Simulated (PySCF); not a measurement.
Computed properties of ethoxycyclopropane (C5H10O), SMILES CCOC1CC1

ethoxycyclopropane (C5H10O), SMILES CCOC1CC1. Geometry optimised at r2SCAN-D4/def2-SVP. The values are those of a single conformer. All values are computed for the isolated molecule unless a solvent is named; none is compared with measurement here.

**Structure.** All 42 harmonic modes at r2SCAN-D4/def2-SVP (PySCF) are real, so it is a minimum. With heavy atoms numbered as in [CH3:1][CH2:2][O:3][CH:4]1[CH2:5][CH2:6]1, the shortest bond between them is O3–C4 at 1.388 Å and the longest C5–C6 at 1.513 Å.

**Vibrations.** The strongest infrared lines (harmonic, unscaled, degenerate partners summed) lie at 1149 cm⁻¹ (69 km/mol, C 50 %, H 29 %, O 20 %), 1353 cm⁻¹ (67 km/mol, H 75 %, C 24 %), 2957 cm⁻¹ (59 km/mol, H 95 %). The softest mode is at 81 cm⁻¹ and the zero-point energy is 88.8 kcal/mol.

**Electronic structure.** M06-2X/def2-TZVP (PySCF) places the frontier levels at -8.59 and 2.02 eV, a gap of 10.61 eV, and gives a dipole moment of 1.14 D and a mean polarisability of 63.7 bohr³. PBE/def2-TZVP (PySCF) at the same geometry gives -5.69 and 0.59 eV, so its gap is 4.33 eV narrower. An orbital gap is neither the optical nor the fundamental gap.

**Excitations.** TDA-PBE0/def2-SVPD (PySCF) has S1 at 6.94 eV (179 nm, f = 0.013, weak); the most intense of the 6 singlets computed lies at 7.64 eV (f = 0.02). T1 (TDA) is at 6.79 eV, 0.15 eV under S1. TDA-PBE/def2-SVPD (PySCF) puts S1 at 5.97 eV. No vertical singlet excitation falls in the visible range (under 3.1 eV).

**NMR.** GIAO shifts at PBE0/pcSseg-1 (PySCF) (non-relativistic, atoms alike by connectivity averaged): ¹³C from 9.1 to 70.4 ppm against TMS; ¹H from 0.8 to 3.6 ppm against TMS.

**Solvation.** SMD-ωB97X/def2-SVP (PySCF) gives -1.6 kcal/mol in water, -4.4 kcal/mol in tetrahydrofuran, -4.2 kcal/mol in cyclohexanone (1 M in both phases, gas-phase geometry); of these solvents tetrahydrofuran holds the molecule best.
